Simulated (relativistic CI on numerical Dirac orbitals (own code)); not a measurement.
**Calculated levels, Rb²⁹⁺**

Calculated at this level of theory: Dirac-Coulomb-Breit CI, KLI orbitals optimised for each configuration, model QED, unscaled Slater integrals (own radial code, finite nucleus).

Configuration list (outside the closed core 1s2): 2s2 2p4, 2s 2p5, 2p6, 2p5 3s, 2p5 3p, 2p5 3d, 2s2 2p3 3s, 2s2 2p3 3p, 2s2 2p3 3d, 2s 2p4 3s, 2s 2p4 3p, 2s 2p4 3d, 2s2 2p3 4s, 2s2 2p3 4p, 2s2 2p3 4d, 2s2 2p3 4f, 2s 2p4 4s, 2s 2p4 4p, 2s 2p4 4d, 2s 2p4 4f, 2s2 2p2 3s2, 2s2 2p3 5s, 2s2 2p2 3s 3p, 2s2 2p3 5p, 2s2 2p3 5d, 2s2 2p3 5f, 2s2 2p3 5g, 2s2 2p2 3p2, 2s2 2p2 3s 3d, 2s2 2p2 3p 3d, 2s 2p3 3s2, 2s2 2p2 3d2, 2s 2p3 3s 3p, 2s 2p4 5s, 2s 2p3 3p2, 2s 2p3 3s 3d. Levels of other configurations are missing.

The lowest level is 2s2 2p4 3P_2, with 78 % of that term; Hund's rules for 2s2 2p4 give 3P with J = 2, in agreement.

| No. | Configuration | Term | J | E (Ry) | % | Lifetime (s) | jj configuration (%) |
| --- | --- | --- | --- | --- | --- | --- | --- |
| 1 | 2s2 2p4 | 3P | 2 | 0.000 | 78 |  | 2p3/2^2 (98) |
| 2 | 2s2 2p4 | 3P | 0 | 1.532 | 50 | 1.39e-01 | 2p3/2^2 (96) |
| 3 | 2s2 2p4 | 3P | 1 | 4.382 | 100 | 4.53e-07 | 2p1/2 2p3/2^3 (100) |
| 4 | 2s2 2p4 | 1D | 2 | 5.340 | 78 | 7.20e-07 | 2p1/2 2p3/2^3 (98) |
| 5 | 2s2 2p4 | 3P | 0 | 10.372 | 50 | 1.32e-07 | 2p3/2^4 (96) |
| 6 | 2s 2p5 | 3P° | 2 | 16.258 | 100 | 8.09e-12 | 2s 2p3/2^3 (100) |
| 7 | 2s 2p5 | 3P° | 1 | 18.144 | 76 | 4.40e-12 | 2s 2p3/2^3 (82) |
| 8 | 2s 2p5 | 3P° | 0 | 20.993 | 100 | 5.50e-12 | 2s 2p1/2 2p3/2^4 (100) |
| 9 | 2s 2p5 | 1P° | 1 | 23.269 | 75 | 2.72e-12 | 2s 2p1/2 2p3/2^4 (82) |
| 10 | 2p6 | 1S | 0 | 36.689 | 98 | 2.22e-12 | closed (98) |
| 11 | 2p3(4S°) 3s | 5S° | 2 | 140.942 | 48 | 2.95e-13 | 2p3/2 3s (92) |
| 12 | 2p3(4S°) 3s | 3S° | 1 | 141.374 | 40 | 7.60e-14 | 2p3/2 3s (95) |
| 13 | 2p3(4S°) 3p | 5P | 1 | 144.374 | 37 | 2.20e-11 | 2p3/2 3p1/2 (92) |
| 14 | 2p3(4S°) 3p | 5P | 2 | 144.466 | 30 | 2.31e-11 | 2p3/2 3p1/2 (90) |
| 15 | 2p3(4S°) 3s | 5S° | 2 | 144.947 | 40 | 1.99e-13 | 2p1/2 2p3/2^2 3s (92) |
| 16 | 2p3(2D°) 3s | 3D° | 1 | 145.251 | 50 | 8.04e-14 | 2p1/2 2p3/2^2 3s (96) |
| 17 | 2p3(4S°) 3p | 5P | 3 | 145.666 | 48 | 2.43e-11 | 2p3/2 3p3/2 (91) |
| 18 | 2p3(4S°) 3p | 3P | 1 | 145.732 | 42 | 1.28e-11 | 2p3/2 3p3/2 (94) |
| 19 | 2p3(2D°) 3s | 3D° | 3 | 145.947 | 99 | 1.49e-13 | 2p1/2 2p3/2^2 3s (99) |
| 20 | 2p3(2D°) 3s | 1D° | 2 | 146.218 | 66 | 8.10e-14 | 2p1/2 2p3/2^2 3s (99) |
| 21 | 2p3(4S°) 3p | 3P | 2 | 146.467 | 33 | 1.64e-11 | 2p3/2 3p3/2 (83) |
| 22 | 2p3(4S°) 3p | 3P | 0 | 147.148 | 87 | 4.52e-12 | 2p3/2 3p3/2 (83) |
| 23 | 2p3(2P°) 3s | 3P° | 0 | 147.230 | 98 | 1.82e-13 | 2p1/2 2p3/2^2 3s (98) |
| 24 | 2p3(2P°) 3s | 3P° | 1 | 147.353 | 67 | 1.07e-13 | 2p1/2 2p3/2^2 3s (98) |
| 25 | 2p3(4S°) 3p | 5P | 1 | 148.283 | 32 | 2.10e-11 | 2p1/2 2p3/2^2 3p1/2 (92) |
| 26 | 2p3(2D°) 3p | 3F | 2 | 148.680 | 33 | 4.36e-11 | 2p1/2 2p3/2^2 3p1/2 (93) |
| 27 | 2p3(2D°) 3p | 3F | 3 | 149.415 | 53 | 3.75e-11 | 2p1/2 2p3/2^2 3p1/2 (94) |
| 28 | 2p3(4S°) 3p | 3P | 2 | 149.623 | 36 | 1.38e-11 | 2p1/2 2p3/2^2 3p3/2 (93) |
| 29 | 2p3(2P°) 3d | 3D° | 2 | 149.634 | 32 | 4.53e-13 | 2p3/2 3d3/2 (93) |
| 30 | 2p3(4S°) 3p | 5P | 3 | 149.668 | 37 | 1.68e-11 | 2p1/2 2p3/2^2 3p3/2 (87) |

Energies count from the lowest computed level; ° marks odd parity; lifetimes are radiative, by E1, M1, E2, M2 decay to levels of this space only. Percentages are summed over parent terms; the parents shown are those of the largest component, closed shells are left out there. Filled j subshells are mostly left out of the jj labels.

The mean weight of the leading LS term, summed over parents, in these 30 levels is 60 %, and that of the leading jj configuration (from the same eigenvectors) 94 %, so jj coupling describes them better and the LS labels are nominal.

At this charge energies of transitions that change n are usually good to better than 1 %, and those within a shell (Δn = 0) to a few per cent.

LS names give the leading component of a level, which can be under half, so a name can repeat, a term be missing and a line seem to break the LS rules.
